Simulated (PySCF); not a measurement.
A structure optimised at B3LYP-D3(BJ)/def2-SVP, used in a PySCF frequency run:

```xyz
10

C     -2.3750    -0.0114    -1.4191
C     -1.6040    -0.2317    -0.1606
F     -2.4080    -0.4164     0.9047
C     -0.2985    -0.2604    -0.0204
C      1.0017    -0.2466     0.0767
F      1.7752    -1.3224    -0.0542
Cl     1.9475     1.1776     0.3930
H     -1.7041     0.1393    -2.2738
H     -3.0259    -0.8796    -1.6146
H     -3.0271     0.8704    -1.3061
```

Problem. Write its SMILES and formula.

Solution. CC(F)=C=C(F)Cl, C₄H₃ClF₂

Problem. What are its rotational constants (standard atomic weights)?

Solution. 3.8783, 1.0094, 0.95106 GHz
